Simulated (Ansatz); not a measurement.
A nudged elastic band was laid between two geometries of ClF$_{2}$H$_{5}$HfO$_{2}$Si (12 atoms, charge 0, multiplicity 1).

Computed with Ansatz, RKS PBE/def2-SVP.

```
movable images  : 5
climbing image  : yes
spring          : 5.0 eV/Å²
optimiser       : quadratic models (default)
start path      : through a guess of the saddle point
force threshold : 0.05 eV/Å
iteration limit : 60
end points      : relaxed
```

First end point:

```xyz
12
Properties=species:S:1:pos:R:3
Hf -0.072 -0.234 0.167
O -0.656 -0.468 2.026
Si -1.507 -0.115 3.434
H -2.892 -0.693 3.345
H -0.789 -0.736 4.602
H -1.593 1.372 3.636
F 1.677 0.546 -0.007
F -1.169 1.268 -0.311
Cl -0.857 -1.790 -1.517
O 1.105 -2.232 0.711
H 0.796 -2.950 0.121
H 0.974 -2.546 1.627
```

Last end point:

```xyz
12
Properties=species:S:1:pos:R:3
Hf 0.013 -0.571 -0.018
O -0.079 -0.733 2.314
Si -1.259 -0.111 3.414
H -2.586 -0.765 3.183
H -0.765 -0.418 4.797
H -1.296 1.357 3.159
F 1.474 0.667 0.182
F -1.748 0.163 0.356
Cl -0.107 -0.876 -2.381
O 0.433 -2.445 0.492
H 0.725 -3.179 -0.075
H 0.211 -1.668 2.410
```

Problem. Which bonds break or form, and what moves?

Solution. Bonds broken: O10–H12. Bonds formed: O2–H12.

Problem. What energy profile does the band end with?

Solution. It converged. The highest image is number 3 of 0 to 6, 47.6 kJ/mol above the first end and 20.7 kJ/mol above the last; the last end lies 26.9 kJ/mol above the first. A vibrational analysis at the climbing image gives one clearly imaginary mode, 623i cm⁻¹: a first-order saddle point. The orbitals stay closed-shell, which can raise the energy where a bond breaks towards radicals; this wasn't checked here.

```
image  path coordinate (Å)  energy (kJ/mol)  O10–H12 (Å)  O2–H12 (Å)
    0                 0.00              0.0         0.98        2.67
    1                 0.68              2.5         0.98        2.18
    2                 1.36             13.7         1.00        1.76
    3                 2.03             47.6         1.27        1.17
    4                 2.61             34.3         1.66        1.01
    5                 3.19             28.1         1.90        0.99
    6                 3.76             26.9         2.08        0.98
```

Problem. What is the geometry of the highest image?

Solution. 
```xyz
12
Properties=species:S:1:pos:R:3:forces:R:3
Hf 0.053 -0.410 0.003 0.01 0.00 0.00
O -0.298 -0.718 2.131 0.00 -0.01 -0.01
Si -1.295 -0.175 3.401 0.00 -0.01 0.01
H -2.694 -0.686 3.206 0.00 0.01 0.00
H -0.736 -0.714 4.686 0.00 0.00 0.00
H -1.276 1.322 3.401 0.00 0.00 0.00
F 1.568 0.738 -0.221 0.00 0.00 0.00
F -1.508 0.718 0.097 0.00 0.00 0.00
Cl -0.427 -1.497 -2.063 0.00 0.00 0.00
O 0.741 -2.247 0.824 -0.01 0.03 0.01
H 0.699 -3.164 0.509 0.00 -0.02 -0.01
H 0.189 -1.747 1.859 0.01 0.00 0.00
```

Problem. What are the harmonic wavenumbers there?

Solution. 623i, 15, 58, 68, 84, 119, 136, 142, 163, 212, 301, 354, 368, 475, 580, 636, 651, 678, 701, 734, 908, 918, 922, 979, 1114, 1807, 2181, 2188, 2210, 3798 cm⁻¹.

The band took 24 iterations and about 20 core-minutes.

Run time: 5.2 min on 4 threads of Arm Neoverse V1 (shared host), peak memory 0.24 GiB.
